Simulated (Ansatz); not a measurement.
Molecular dynamics of H10CO5

Input:

```yaml
accuracy: low
crystal:
  lattice:
    - [5.251171, 0.0, 0.0]
    - [0.0, 5.251171, 0.0]
    - [0.0, 0.0, 5.251171]
  atoms:
    - { symbol: O, position: [1.01384814, 0.28915637, 0.09711764] }
    - { symbol: H, position: [0.91485669, 0.34491174, -0.06236608] }
    - { symbol: H, position: [1.0192161, 0.10519458, 0.06471253] }
    - { symbol: O, position: [0.59219686, 0.36305531, 0.68974187] }
    - { symbol: H, position: [0.47423567, 0.21554663, 0.62701176] }
    - { symbol: H, position: [0.51188107, 0.44317012, 0.83586872] }
    - { symbol: O, position: [0.38201009, 0.9996864, 0.49282604] }
    - { symbol: H, position: [0.27415922, 0.85969212, 0.54859572] }
    - { symbol: H, position: [0.44166442, 0.9622154, 0.32182841] }
    - { symbol: O, position: [0.39514987, 0.54262149, 0.2194559] }
    - { symbol: H, position: [0.26314506, 0.42535513, 0.19011584] }
    - { symbol: H, position: [0.52701348, 0.51339066, 0.34871395] }
    - { symbol: O, position: [0.94322616, 0.82322888, 0.76676111] }
    - { symbol: C, position: [0.80579726, 0.83086451, 0.95168269] }
    - { symbol: H, position: [0.59857452, 0.89816976, 0.96237248] }
    - { symbol: H, position: [0.88705721, 0.74907201, 1.11813577] }
basis:
  ecutwfc: 420.0
kpoints:
  mp_grid: { grid: [1, 1, 1] }
hamiltonian:
  xc: pbe
scf:
  occupations: { method: fermi_dirac, width: 0.02 }
  lower_state_search: "off"
md:
  timestep: 0.5
  n_steps: 400
  ensemble: nvt_nose_hoover
  temperature: 500.0
  initial_velocities: maxwell_boltzmann
  seed: 816915
  nose_hoover: { tau: 200.0, chain_length: 3 }
```

Run as:

```bash
$ ansatz run input.yaml --threads 1 --pin off --max-ram 3072MiB --backend cpu --events-out ev --progress --plain --runs-dir out
```

It goes on from the last frame of an earlier run, with new velocities.

Output, in part (step lines):

```
md step     0: t =     0.00 fs  T =   500.0 K  F+E_penalty+E_count = -3246.31019089 eV  E_kin = 0.969450 eV  conserved = -3245.34074090 eV  (9 SCF iters)
md step     1: t =     0.50 fs  T =   496.0 K  F+E_penalty+E_count = -3246.30154437 eV  E_kin = 0.961630 eV  conserved = -3245.33991462 eV  (8 SCF iters)
md step     2: t =     1.00 fs  T =   481.8 K  F+E_penalty+E_count = -3246.27290619 eV  E_kin = 0.934240 eV  conserved = -3245.33866631 eV  (8 SCF iters)
md step     3: t =     1.50 fs  T =   466.8 K  F+E_penalty+E_count = -3246.24245308 eV  E_kin = 0.905035 eV  conserved = -3245.33741917 eV  (8 SCF iters)
md step     4: t =     2.00 fs  T =   459.9 K  F+E_penalty+E_count = -3246.22843897 eV  E_kin = 0.891784 eV  conserved = -3245.33665652 eV  (8 SCF iters)
md step     5: t =     2.50 fs  T =   466.7 K  F+E_penalty+E_count = -3246.24157269 eV  E_kin = 0.904839 eV  conserved = -3245.33673826 eV  (5 SCF iters)
md step     6: t =     3.00 fs  T =   485.9 K  F+E_penalty+E_count = -3246.27970473 eV  E_kin = 0.942102 eV  conserved = -3245.33760948 eV  (4 SCF iters)
md step     7: t =     3.50 fs  T =   510.6 K  F+E_penalty+E_count = -3246.32875284 eV  E_kin = 0.989921 eV  conserved = -3245.33884226 eV  (4 SCF iters)
[... lines left out ...]
md step   399: t =   199.50 fs  T =   480.9 K  F+E_penalty+E_count = -3246.48936170 eV  E_kin = 0.932417 eV  conserved = -3245.33839971 eV  (4 SCF iters)
md step   400: t =   200.00 fs  T =   517.7 K  F+E_penalty+E_count = -3246.56401595 eV  E_kin = 1.003676 eV  conserved = -3245.34086901 eV  (8 SCF iters)
```

The steps, from the saved trajectory:

| time (fs) | T (K) | potential energy less start (eV) | conserved less start (meV/atom) |
| --- | --- | --- | --- |
| 0.0 | 500 | 0.000 | 0.00 |
| 6.5 | 483 | 0.038 | 0.36 |
| 13.0 | 621 | -0.234 | 0.04 |
| 19.5 | 752 | -0.488 | 0.14 |
| 26.0 | 574 | -0.144 | 0.17 |
| 32.5 | 713 | -0.418 | 0.01 |
| 39.0 | 415 | 0.163 | 0.35 |
| 45.5 | 625 | -0.252 | 0.01 |
| 52.0 | 546 | -0.101 | 0.17 |
| 58.5 | 674 | -0.350 | 0.27 |
| 65.0 | 587 | -0.189 | 0.02 |
| 71.5 | 547 | -0.114 | 0.25 |
| 78.0 | 657 | -0.337 | 0.01 |
| 84.5 | 578 | -0.188 | 0.06 |
| 91.0 | 589 | -0.212 | 0.31 |
| 97.5 | 644 | -0.331 | 0.05 |
| 104.0 | 644 | -0.334 | 0.36 |
| 110.5 | 694 | -0.446 | 0.15 |
| 117.0 | 618 | -0.309 | 0.18 |
| 123.5 | 531 | -0.148 | 0.34 |
| 130.0 | 550 | -0.200 | 0.04 |
| 136.5 | 472 | -0.056 | 0.20 |
| 143.0 | 518 | -0.161 | -0.09 |
| 149.5 | 459 | -0.051 | 0.16 |
| 156.0 | 464 | -0.069 | 0.23 |
| 162.5 | 545 | -0.242 | -0.12 |
| 169.0 | 453 | -0.067 | 0.27 |
| 175.5 | 463 | -0.100 | 0.05 |
| 182.0 | 723 | -0.619 | -0.16 |
| 188.5 | 410 | -0.017 | 0.39 |
| 195.0 | 618 | -0.440 | -0.10 |

All steps were run. The conserved energy stayed within 0.46 meV per atom of its start (net change -0.008 meV per atom), so the integration is sound. A run of 0.2 ps of so small a system gives no equilibrium averages. Limits of this set-up: coarse k mesh, low accuracy level.

Mean squared displacements from the first frame to the last, about the centre of mass: O 0.57 Å², H 0.68 Å², C 0.63 Å².

Last frame:

```xyz
16
Lattice="5.2512 0.0000 0.0000 0.0000 5.2512 0.0000 0.0000 0.0000 5.2512" Properties=species:S:1:pos:R:3
O 4.598 1.375 1.114
H 4.150 1.336 0.206
H 5.466 0.937 1.203
O 3.449 1.703 4.283
H 3.218 1.018 3.624
H 2.526 2.034 4.388
O 2.074 5.695 2.454
H 1.734 4.846 2.781
H 2.943 5.520 1.950
O 1.520 3.208 0.976
H 0.683 2.750 0.957
H 1.966 2.533 1.515
O 5.520 4.030 3.542
C 4.647 4.130 4.360
H 3.576 4.154 3.973
H 4.669 4.016 5.554
```

Run time: 3.7 min on 1 thread of Arm Neoverse V1 (shared host), peak memory 0.3 GiB.
